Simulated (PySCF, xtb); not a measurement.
GaCl, SMILES [Cl][Ga] (connectivity only; charge and spin as stated), neutral, multiplicity 1.

xtb 6.7.1 with GFN2-xTB at its own geometry gives an orbital gap of 5.40 eV and a dipole moment of 3.66 D.

Coordinates come from a PBE-D3(BJ)/def2-TZVP optimisation.

What does B3LYP/def2-TZVPD (PySCF) give? (The exact figures need the calculation; the answer reports its results.)

gap 5.43 eV (levels -7.41 and -1.99 eV), dipole 2.61 D.
